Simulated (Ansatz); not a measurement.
Cl₃H₃O₂Si₂, SMILES `O[SiH](Cl)[Si](O)(Cl)Cl`. Total charge 0; spin multiplicity 1. The geometry is a stationary point of PBE0-D4/def2-TZVP. It is one conformer, not always the lowest.

```xyz
10

O     0.110   -1.636    1.573
Si    1.001   -0.653    0.620
Cl    2.134    0.658    1.722
Si   -0.417    0.690   -0.670
O    -1.089   -0.211   -1.845
Cl   -1.871    1.401    0.607
Cl    0.523    2.322   -1.472
H    -0.602   -1.243    2.083
H     1.908   -1.524   -0.153
H    -1.698    0.196   -2.466
```

**Question.** What is the dipole moment at B3LYP/def2-TZVPP? (Estimate.)

**Answer.** The calculation gave: 1.84 D, with components (-1.55, -0.25, -0.96) D in this frame, pointing from negative to positive charge.

**Question.** And with PBE, r2SCAN, ωB97M-V? (An estimate is asked.)

**Answer.** Computed: PBE 1.80 D, r2SCAN 1.88 D, ωB97M-V 1.86 D.

**Question.** Give the Mulliken charges with B3LYP, r2SCAN, PBE in def2-TZVPP. (An estimate is asked.)

**Answer.** The calculation gave: 
| atom | B3LYP | r2SCAN | PBE |
| --- | --- | --- | --- |
| O1 | -0.37 | -0.39 | -0.33 |
| Si2 | 0.52 | 0.54 | 0.44 |
| Cl3 | -0.23 | -0.24 | -0.20 |
| Si4 | 0.58 | 0.60 | 0.48 |
| O5 | -0.37 | -0.39 | -0.33 |
| Cl6 | -0.24 | -0.24 | -0.21 |
| Cl7 | -0.22 | -0.22 | -0.19 |
| H8 | 0.19 | 0.21 | 0.20 |
| H9 | -0.06 | -0.07 | -0.05 |
| H10 | 0.19 | 0.20 | 0.19 |

B3LYP here is the variant with VWN-RPA as its local correlation; programs differ in this.
